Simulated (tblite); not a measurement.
Record of a relaxation.

Species: C5H11ClN2Si.
Numbering: `[H]/[N:7]=[CH:6]\[C:5](=[CH:4]\[N:2]([CH3:1])[CH3:3])[SiH2:8][Cl:9]` (hydrogens: H10, H11, H12 on C1; H13, H14, H15 on C3; H16 on C4; H17 on C6; H18 on N7; H19, H20 on Si8)

Computed with GFN2-xTB (tblite), gas phase: L-BFGS steps from a force-field or distance-geometry start until the largest atomic force falls under 0.01 eV/Å. 10 of its 129 geometries are shown.

Step 0: E = -772.8220 eV, largest atomic force 2.753 eV/Å
```
atom  x, y, z in Å  |  force x, y, z in eV/Å
C1     -2.003   -0.928   -0.902   -0.347  -0.756   1.476
N2     -1.197   -0.153    0.040    1.768  -0.991  -0.537
C3     -1.632    1.100    0.556   -2.067   0.353   0.295
C4      0.052   -0.757    0.405   -2.720  -0.253   0.339
C5      1.224   -0.223    0.152    1.030   1.545  -0.415
C6      2.498   -0.812    0.497   -0.396  -1.556   1.074
N7      2.652   -1.922    1.111    0.054   0.091  -0.123
Si8     1.253    1.414   -0.745    0.630   0.802  -0.264
Cl9     1.791    2.941    0.578   -0.291  -0.576  -0.515
H10    -2.692   -1.625   -0.328    0.343   0.595  -0.470
H11    -1.323   -1.592   -1.455   -0.346   0.489  -0.173
H12    -2.640   -0.302   -1.542    0.535  -0.102   0.160
H13    -0.908    1.710    1.090    0.325  -0.390  -0.201
H14    -2.447    0.866    1.299    0.332   0.373  -0.252
H15    -2.131    1.762   -0.212    0.605  -0.667   0.423
H16    -0.021   -1.710    0.944   -0.273  -0.041  -0.449
H17     3.393   -0.260    0.225   -0.056  -0.214   0.044
H18     1.810   -2.479    1.395    0.735   0.938  -0.466
H19    -0.038    1.672   -1.384    0.336   0.194  -0.055
H20     2.354    1.308   -1.727   -0.196   0.165   0.109
```

Step 14: E = -773.4530 eV, largest atomic force 0.405 eV/Å
```
atom  x, y, z in Å  |  force x, y, z in eV/Å
C1     -2.060   -0.962   -0.796   -0.210  -0.320   0.132
N2     -1.157   -0.174   -0.008    0.008   0.073  -0.291
C3     -1.683    1.036    0.553   -0.183   0.082   0.157
C4      0.032   -0.744    0.339    0.126   0.139  -0.031
C5      1.230   -0.111    0.244   -0.089  -0.153  -0.108
C6      2.456   -0.825    0.584    0.024   0.158  -0.150
N7      2.656   -1.945    1.129   -0.182  -0.016   0.168
Si8     1.397    1.499   -0.747   -0.023  -0.358  -0.003
Cl9     1.763    3.030    0.498    0.103   0.222   0.154
H10    -2.732   -1.571   -0.186   -0.205  -0.053   0.150
H11    -1.484   -1.640   -1.423   -0.060   0.066  -0.126
H12    -2.668   -0.306   -1.421    0.079  -0.035  -0.027
H13    -0.911    1.577    1.088    0.080   0.051  -0.035
H14    -2.479    0.788    1.268   -0.051  -0.009   0.086
H15    -2.136    1.685   -0.204    0.218  -0.067  -0.046
H16    -0.049   -1.802    0.630    0.193   0.207  -0.196
H17     3.357   -0.312    0.267    0.192   0.051  -0.028
H18     1.815   -2.431    1.444    0.010   0.008  -0.021
H19     0.196    1.832   -1.502   -0.146  -0.014   0.016
H20     2.451    1.386   -1.761    0.116  -0.031   0.200
```

Step 28: E = -773.6601 eV, largest atomic force 0.179 eV/Å
```
atom  x, y, z in Å  |  force x, y, z in eV/Å
C1     -2.218   -1.054   -0.680   -0.026   0.006   0.020
N2     -1.173   -0.225   -0.137    0.077  -0.053   0.011
C3     -1.655    0.969    0.518    0.032  -0.054  -0.069
C4      0.063   -0.740    0.067    0.088   0.013   0.016
C5      1.243   -0.064    0.139    0.134   0.070  -0.028
C6      2.442   -0.779    0.565    0.003  -0.042  -0.009
N7      2.555   -1.850    1.230   -0.075   0.042  -0.006
Si8     1.525    1.591   -0.704   -0.043   0.080   0.109
Cl9     1.822    3.202    0.509   -0.057  -0.169  -0.011
H10    -2.830   -1.515    0.100   -0.036  -0.054   0.099
H11    -1.800   -1.834   -1.312    0.029   0.007   0.020
H12    -2.866   -0.422   -1.287   -0.055  -0.038  -0.081
H13    -0.852    1.441    1.079   -0.037   0.019  -0.079
H14    -2.465    0.697    1.206    0.071   0.002   0.058
H15    -2.073    1.670   -0.207    0.121   0.076  -0.029
H16     0.099   -1.829    0.120   -0.094  -0.009   0.020
H17     3.395   -0.315    0.318   -0.081   0.061  -0.067
H18     1.672   -2.282    1.497   -0.061  -0.041   0.017
H19     0.358    1.914   -1.533    0.111   0.003   0.000
H20     2.754    1.437   -1.492   -0.102   0.082   0.009
```

Step 43: E = -773.7264 eV, largest atomic force 0.111 eV/Å
```
atom  x, y, z in Å  |  force x, y, z in eV/Å
C1     -2.255   -1.118   -0.606    0.027   0.023   0.003
N2     -1.174   -0.249   -0.204   -0.061  -0.016   0.072
C3     -1.571    0.985    0.432    0.016  -0.001  -0.043
C4      0.067   -0.757   -0.020   -0.104  -0.004  -0.039
C5      1.238   -0.067    0.055    0.009  -0.032   0.001
C6      2.412   -0.785    0.523    0.042  -0.078   0.032
N7      2.471   -1.822    1.245    0.068  -0.035  -0.008
Si8     1.514    1.639   -0.668   -0.028   0.074   0.068
Cl9     1.707    3.088    0.750   -0.059  -0.069  -0.055
H10    -2.817   -1.508    0.252    0.008   0.042   0.024
H11    -1.860   -1.957   -1.175   -0.011   0.002   0.004
H12    -2.946   -0.563   -1.247    0.061  -0.013   0.061
H13    -0.719    1.406    0.960   -0.039   0.053  -0.003
H14    -2.367    0.795    1.159   -0.021  -0.069  -0.026
H15    -1.939    1.713   -0.291   -0.002   0.022  -0.078
H16     0.100   -1.845    0.034    0.001   0.009   0.012
H17     3.376   -0.353    0.272    0.003   0.030  -0.049
H18     1.570   -2.217    1.513   -0.022   0.022  -0.014
H19     0.422    2.006   -1.573    0.012   0.029   0.063
H20     2.767    1.619   -1.414    0.101   0.010  -0.026
```

Step 57: E = -773.7603 eV, largest atomic force 0.233 eV/Å
```
atom  x, y, z in Å  |  force x, y, z in eV/Å
C1     -2.268   -1.147   -0.499   -0.035  -0.058   0.029
N2     -1.167   -0.271   -0.197   -0.009   0.022   0.034
C3     -1.569    1.015    0.313   -0.041   0.044  -0.003
C4      0.078   -0.771   -0.053    0.045   0.087   0.051
C5      1.262   -0.095   -0.015   -0.035   0.018   0.067
C6      2.437   -0.829    0.440   -0.041  -0.006  -0.085
N7      2.481   -1.844    1.194    0.000  -0.049  -0.029
Si8     1.543    1.669   -0.599    0.042  -0.178  -0.144
Cl9     1.540    2.979    0.949    0.057   0.087   0.077
H10    -2.804   -1.445    0.409   -0.032  -0.019   0.017
H11    -1.917   -2.039   -1.010    0.034  -0.057  -0.016
H12    -2.968   -0.630   -1.155   -0.035   0.021  -0.034
H13    -0.757    1.486    0.859    0.016  -0.013  -0.051
H14    -2.405    0.881    1.009   -0.001  -0.005  -0.069
H15    -1.894    1.677   -0.495    0.003   0.006   0.040
H16     0.097   -1.861    0.010    0.066   0.102  -0.012
H17     3.406   -0.435    0.139   -0.053   0.006   0.002
H18     1.565   -2.188    1.490    0.069   0.004   0.008
H19     0.489    2.110   -1.516    0.047  -0.017   0.000
H20     2.845    1.751   -1.276   -0.100   0.006   0.117
```

Step 71: E = -773.8014 eV, largest atomic force 0.116 eV/Å
```
atom  x, y, z in Å  |  force x, y, z in eV/Å
C1     -2.286   -1.200   -0.354   -0.002  -0.026  -0.004
N2     -1.201   -0.278   -0.119    0.009  -0.027   0.016
C3     -1.624    1.074    0.138   -0.026  -0.011   0.019
C4      0.060   -0.730    0.002    0.033  -0.012   0.072
C5      1.253   -0.073    0.014    0.012  -0.038  -0.037
C6      2.436   -0.885    0.290    0.002  -0.017  -0.056
N7      2.549   -1.934    0.986   -0.003  -0.025   0.014
Si8     1.591    1.705   -0.459   -0.026   0.067   0.091
Cl9     1.452    2.922    1.177   -0.007   0.003  -0.058
H10    -2.837   -1.415    0.570    0.028   0.011  -0.010
H11    -1.913   -2.134   -0.768    0.003  -0.006   0.030
H12    -2.984   -0.762   -1.070    0.008  -0.007  -0.018
H13    -0.866    1.626    0.684    0.041  -0.039  -0.010
H14    -2.528    1.044    0.751   -0.027   0.022  -0.005
H15    -1.854    1.604   -0.790   -0.005   0.010  -0.008
H16     0.113   -1.816    0.076   -0.061   0.013   0.001
H17     3.364   -0.534   -0.154    0.003   0.035   0.035
H18     1.691   -2.253    1.436   -0.020   0.019  -0.040
H19     0.628    2.175   -1.454    0.020   0.072  -0.021
H20     2.951    1.874   -0.959    0.017  -0.042  -0.013
```

Step 85: E = -773.8144 eV, largest atomic force 0.058 eV/Å
```
atom  x, y, z in Å  |  force x, y, z in eV/Å
C1     -2.292   -1.230   -0.291    0.004   0.031  -0.018
N2     -1.217   -0.290   -0.086   -0.015   0.014   0.017
C3     -1.633    1.078    0.083    0.013  -0.015  -0.002
C4      0.052   -0.724    0.018   -0.042   0.011  -0.002
C5      1.242   -0.062   -0.001    0.046   0.023  -0.027
C6      2.428   -0.888    0.233    0.009  -0.024   0.030
N7      2.541   -1.954    0.902   -0.002   0.013  -0.026
Si8     1.604    1.730   -0.412   -0.012   0.001  -0.033
Cl9     1.405    2.932    1.224    0.005   0.007   0.029
H10    -2.859   -1.394    0.633    0.006   0.021  -0.007
H11    -1.904   -2.187   -0.637   -0.026   0.030   0.015
H12    -2.977   -0.838   -1.047    0.023  -0.046   0.013
H13    -0.878    1.636    0.628    0.002   0.008   0.000
H14    -2.558    1.100    0.663   -0.018  -0.017  -0.005
H15    -1.817    1.567   -0.878    0.008  -0.020   0.008
H16     0.102   -1.808    0.098    0.021  -0.009  -0.005
H17     3.354   -0.530   -0.210   -0.032   0.020   0.017
H18     1.682   -2.271    1.352   -0.004  -0.020  -0.009
H19     0.722    2.298   -1.435    0.021  -0.037   0.008
H20     2.997    1.847   -0.838   -0.008   0.008  -0.004
```

Step 100: E = -773.8213 eV, largest atomic force 0.063 eV/Å
```
atom  x, y, z in Å  |  force x, y, z in eV/Å
C1     -2.299   -1.241   -0.174    0.009   0.007   0.018
N2     -1.228   -0.287   -0.026    0.037  -0.047  -0.008
C3     -1.649    1.087   -0.014    0.020   0.029   0.032
C4      0.047   -0.704    0.028   -0.003   0.003  -0.014
C5      1.241   -0.050   -0.023   -0.022   0.018   0.031
C6      2.424   -0.892    0.161    0.012   0.000  -0.004
N7      2.544   -2.004    0.747    0.032  -0.042   0.015
Si8     1.628    1.755   -0.344    0.017  -0.016   0.011
Cl9     1.327    2.873    1.337   -0.016   0.015  -0.004
H10    -2.924   -1.271    0.724    0.001   0.031   0.037
H11    -1.898   -2.235   -0.349   -0.023  -0.054  -0.022
H12    -2.933   -0.963   -1.018   -0.007  -0.017  -0.060
H13    -0.942    1.694    0.543    0.023   0.029   0.012
H14    -2.619    1.151    0.478   -0.028   0.021   0.008
H15    -1.745    1.487   -1.027   -0.004   0.021  -0.031
H16     0.108   -1.788    0.109   -0.003  -0.006   0.003
H17     3.349   -0.496   -0.249    0.014   0.010  -0.006
H18     1.692   -2.368    1.172   -0.006  -0.008  -0.006
H19     0.829    2.358   -1.410   -0.057   0.016  -0.012
H20     3.044    1.904   -0.669    0.004  -0.010  -0.001
```

Step 114: E = -773.8279 eV, largest atomic force 0.022 eV/Å
```
atom  x, y, z in Å  |  force x, y, z in eV/Å
C1     -2.300   -1.232   -0.174   -0.006   0.003  -0.004
N2     -1.222   -0.287   -0.030   -0.004   0.013   0.008
C3     -1.634    1.092    0.001    0.004  -0.002  -0.001
C4      0.050   -0.711    0.029    0.009   0.003   0.006
C5      1.243   -0.053    0.001    0.003  -0.011   0.011
C6      2.434   -0.881    0.199    0.008   0.001   0.007
N7      2.562   -2.032    0.706    0.001   0.003  -0.003
Si8     1.605    1.751   -0.355   -0.001  -0.001  -0.002
Cl9     1.325    2.914    1.299   -0.003   0.001  -0.002
H10    -2.981   -1.166    0.680   -0.021  -0.004   0.006
H11    -1.917   -2.248   -0.234   -0.006  -0.001  -0.005
H12    -2.871   -1.022   -1.083    0.000  -0.002  -0.011
H13    -0.929    1.686    0.577   -0.001  -0.006  -0.002
H14    -2.611    1.156    0.483    0.010   0.004  -0.010
H15    -1.716    1.512   -1.006   -0.002  -0.014   0.015
H16     0.105   -1.795    0.107    0.004   0.001   0.005
H17     3.369   -0.429   -0.120    0.010  -0.005  -0.011
H18     1.702   -2.464    1.045   -0.006   0.007  -0.005
H19     0.768    2.321   -1.413    0.000   0.003   0.005
H20     3.012    1.899   -0.715    0.004   0.008  -0.006
```

Step 128: E = -773.8287 eV, largest atomic force 0.009 eV/Å
```
atom  x, y, z in Å  |  force x, y, z in eV/Å
C1     -2.301   -1.231   -0.172    0.000   0.003   0.002
N2     -1.223   -0.288   -0.003   -0.002   0.000   0.001
C3     -1.632    1.092    0.002   -0.001   0.001   0.000
C4      0.050   -0.710    0.050   -0.006   0.000  -0.001
C5      1.244   -0.053    0.011   -0.002   0.003   0.001
C6      2.436   -0.882    0.194    0.002   0.000  -0.003
N7      2.567   -2.041    0.682    0.001   0.005   0.005
Si8     1.602    1.751   -0.351   -0.002  -0.001  -0.004
Cl9     1.322    2.920    1.299   -0.002  -0.001   0.003
H10    -3.008   -1.153    0.660   -0.003   0.001  -0.001
H11    -1.921   -2.249   -0.210    0.001  -0.002   0.001
H12    -2.842   -1.028   -1.101    0.009  -0.001  -0.001
H13    -0.932    1.693    0.575    0.001  -0.002   0.000
H14    -2.614    1.165    0.472   -0.005   0.000   0.006
H15    -1.706    1.494   -1.013    0.003   0.002  -0.001
H16     0.106   -1.794    0.136    0.000  -0.001  -0.005
H17     3.370   -0.426   -0.125    0.004   0.002  -0.007
H18     1.709   -2.477    1.017   -0.001  -0.004   0.005
H19     0.761    2.319   -1.407    0.003  -0.002   0.001
H20     3.007    1.908   -0.718    0.000  -0.004   0.000
```

Task: Summarise the path.

Result: The energy falls by 1.0067 eV from step 0 to step 128; nine tenths of that is first reached at step 44. It falls at every step. The largest force goes from 2.753 to 0.009 eV/Å. Among the bonds N2–C4 changes most, from 1.435 to 1.343 Å; the atoms move by 0.801 Å rms after alignment.

Task: Follow the three bonds and two angles with the largest change from start to end.

Result: 
| step | E above end (eV) | largest force (eV/Å) | N2–C4 (Å) | C4=C5 (Å) | Si8–Cl9 (Å) | C4–C5–Si8 (°) | C4–C5–C6 (°) |
| --- | --- | --- | --- | --- | --- | --- | --- |
| 0 | 1.0067 | 2.753 | 1.435 | 1.313 | 2.090 | 117.6 | 125.1 |
| 6 | 0.5092 | 0.397 | 1.378 | 1.350 | 2.018 | 118.7 | 122.3 |
| 11 | 0.4375 | 0.311 | 1.373 | 1.353 | 2.021 | 119.5 | 122.0 |
| 17 | 0.3036 | 0.351 | 1.361 | 1.354 | 2.045 | 121.2 | 119.1 |
| 22 | 0.2153 | 0.395 | 1.359 | 1.364 | 2.004 | 121.1 | 118.8 |
| 28 | 0.1686 | 0.179 | 1.355 | 1.362 | 2.039 | 122.9 | 119.0 |
| 33 | 0.1457 | 0.142 | 1.354 | 1.361 | 2.022 | 123.9 | 118.6 |
| 39 | 0.1149 | 0.229 | 1.350 | 1.363 | 2.022 | 124.4 | 118.1 |
| 45 | 0.0974 | 0.115 | 1.352 | 1.362 | 2.038 | 124.6 | 117.5 |
| 50 | 0.0863 | 0.108 | 1.350 | 1.361 | 2.030 | 124.7 | 117.4 |
| 56 | 0.0722 | 0.139 | 1.349 | 1.364 | 2.032 | 125.8 | 117.3 |
| 61 | 0.0537 | 0.131 | 1.349 | 1.362 | 2.043 | 125.7 | 117.5 |
| 67 | 0.0355 | 0.156 | 1.348 | 1.362 | 2.029 | 127.0 | 116.5 |
| 72 | 0.0257 | 0.082 | 1.345 | 1.363 | 2.044 | 128.2 | 116.1 |
| 78 | 0.0187 | 0.066 | 1.346 | 1.363 | 2.042 | 128.9 | 116.1 |
| 83 | 0.0155 | 0.043 | 1.345 | 1.362 | 2.039 | 129.4 | 115.7 |
| 89 | 0.0127 | 0.038 | 1.344 | 1.363 | 2.043 | 129.9 | 115.3 |
| 95 | 0.0103 | 0.040 | 1.343 | 1.361 | 2.041 | 130.2 | 115.2 |
| 100 | 0.0074 | 0.063 | 1.343 | 1.363 | 2.041 | 130.5 | 115.3 |
| 106 | 0.0035 | 0.050 | 1.343 | 1.364 | 2.042 | 129.7 | 115.8 |
| 111 | 0.0014 | 0.035 | 1.343 | 1.362 | 2.041 | 129.6 | 115.9 |
| 117 | 0.0005 | 0.014 | 1.343 | 1.363 | 2.041 | 129.5 | 115.9 |
| 122 | 0.0003 | 0.017 | 1.343 | 1.363 | 2.042 | 129.6 | 115.9 |
| 128 | 0.0000 | 0.009 | 1.343 | 1.363 | 2.042 | 129.6 | 115.9 |

The cost below is that of the whole relaxation. On an Arm Neoverse N1 with one thread, no GPU, shared host with 64 logical CPUs at a one-minute load of 60, this took 2.3 s wall.
